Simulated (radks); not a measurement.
Results of a calculation; reference values are marked as such.
Charge is removed step by step from the 5s down level of Pb, starting from [Kr] 4d10 4f14 5s(up 1, down 1) 5p6 5d10 6s2 6p2. Level of theory: scalar-relativistic Kohn-Sham, LDA (Slater exchange, Perdew-Wang correlation), spin-polarised, spherical densities, finite nucleus; open shells are filled with parallel spins first (spin-orbit coupling, left out, can overturn this in heavy ions); Fermi nuclear charge, rms radius 5.5012 fm (a radial shooting solver on a logarithmic mesh with Libxc functionals).

| removed (e) | E - E(0) (eV) | eigenvalue (eV) | E minus straight line (eV) |
|---|---|---|---|
| 0 | 0.000 | -144.16 | 0.000 |
| 0.1 | 14.478 | -145.63 | -0.696 |
| 0.2 | 29.105 | -147.13 | -1.244 |
| 0.3 | 43.882 | -148.66 | -1.641 |
| 0.4 | 58.814 | -150.21 | -1.884 |
| 0.5 | 73.901 | -151.78 | -1.971 |
| 0.6 | 89.146 | -153.37 | -1.900 |
| 0.7 | 104.55 | -154.97 | -1.669 |
| 0.8 | 120.12 | -156.60 | -1.277 |
| 0.9 | 135.85 | -158.25 | -0.721 |
| 1 | 151.74 | -159.91 | 0.000 |

Removing the whole electron costs 151.74 eV by Delta-SCF, against 144.16 eV from minus the eigenvalue at the starting occupation. Slater's transition state (half an electron removed) gives 151.78 eV. Integrating minus the eigenvalue over the occupation (Janak's theorem) gives 151.86 eV. In this scalar-relativistic scheme the density is built from large components alone, so the theorem holds only approximately. The mean slope of the eigenvalue, de/dn, is 15.8 eV per electron.
